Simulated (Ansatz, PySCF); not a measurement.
Molecule: (2S)-1,1-difluoropropan-2-ol, C3H6F2O, net charge 0, singlet state. SMILES: C[C@H](O)C(F)F
Coordinates optimised at B3LYP-D3(BJ)/def2-TZVP (Ansatz, a quantum-chemistry and plane-wave program):
```
C
H 1 1.0992
O 1 1.4159 2 110.52
H 3 0.9625 1 108.63 2 -69.12
C 1 1.5197 2 105.52 3 115.75
F 5 1.3630 1 110.79 2 -59.41
F 5 1.3651 6 107.45 1 121.71
H 5 1.0938 6 107.93 7 116.04
C 1 1.5226 2 109.73 3 -124.64
H 9 1.0897 1 110.23 2 -178.98
H 9 1.0917 10 108.72 1 120.73
H 9 1.0921 10 108.91 11 116.92
```

Property: atomisation energy (electronic, to ground-state atoms), in kJ/mol. Correlated levels leave the core frozen unless marked. Open shells are spin-unrestricted. No spin-orbit coupling. Non-relativistic. The coupled-cluster limit lacks core correlation, which all-electron functionals hold. CBS marks a two-point X^-3 extrapolation of the correlation energy; Hartree-Fock from the larger set. [CCSD(T)-MP2]/basis is that difference in the basis named.

| level | program | atomisation energy (kJ/mol) |
|---|---|---|
| HF-D4/def2-TZVPD | PySCF + dftd4 | 3443.8 |
| PBE-D4/def2-TZVPD | Ansatz + dftd4 | 4853.6 |
| BLYP/def2-TZVPD | Ansatz | (withheld) |
| revPBE/def2-TZVPD | Ansatz | 4639.7 |
| r2SCAN/def2-TZVPD | Ansatz | 4726.4 |
| B3LYP-D4/def2-TZVPD | Ansatz + dftd4 | (withheld) |
| PBE0-D4/def2-TZVPD | Ansatz + dftd4 | 4735.7 |
| BHLYP/def2-TZVPD | Ansatz | (withheld) |
| TPSSh/def2-TZVPD | PySCF | (withheld) |
| r2SCAN0-D4/def2-TZVPD | Ansatz + dftd4 | 4636.8 |
| CAM-B3LYP-D4/def2-TZVPD | Ansatz + dftd4 | 4743.1 |
| SCS-MP2/6-31G* | Ansatz | 4365.2 |
| RI-MP2/CBS(cc-pVTZ,cc-pVQZ)+[CCSD(T)-MP2]/cc-pVTZ | Ansatz | 4728.5 |

**Question.** What belongs in the gaps?

**Answer.** 
- BLYP/def2-TZVPD, atomisation energy (kJ/mol): 4669.6
- B3LYP-D4/def2-TZVPD, atomisation energy (kJ/mol): 4701.6
- BHLYP/def2-TZVPD, atomisation energy (kJ/mol): 4505.6
- TPSSh/def2-TZVPD, atomisation energy (kJ/mol): 4684.9
